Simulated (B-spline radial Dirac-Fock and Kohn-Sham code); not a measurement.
**Re¹⁴⁺: scattering cross sections and density moments**

System: Re¹⁴⁺, 1s2 2s2 2p6 3s2 3p6 3d10 4s2 4p6 4d10 4f13 5s2.

These are calculated numbers from an atomic code on a B-spline grid; the model is configuration-average Dirac-Fock orbitals.

| Property | Result |
| --- | --- |
| Sum of ⟨r⟩ | 21.36 bohr |
| Sum of ⟨r²⟩ | 11.85 bohr² |
| Sum of ⟨1/r⟩ | 546.67 per bohr |
| Langevin diamagnetic susceptibility | -9.39 × 10⁻⁶ cm³/mol |
| Lamb shielding (α²/3)Σ⟨1/r⟩ | 9704 ppm |

Coherent scattering is the Thomson cross section weighted by f₀², without anomalous dispersion; incoherent scattering is Klein-Nishina weighted by S. The Lamb formula is the non-relativistic shielding expression. Electron correlation is left out.

```
hν (keV)  coherent (b)  incoherent (b)  incoherent per electron (b)
       2          2387          0.6913                       0.0113
       5          2011           3.261                       0.0535
  8.0478          1561           6.059                       0.0993
      10          1312           7.732                        0.127
 17.4793         726.7           13.05                        0.214
      20         618.0           14.49                        0.238
     200         16.49           22.74                        0.373
    1000        0.7760           12.74                        0.209
```

Incoherent scattering overtakes coherent scattering between 20 and 200 keV.
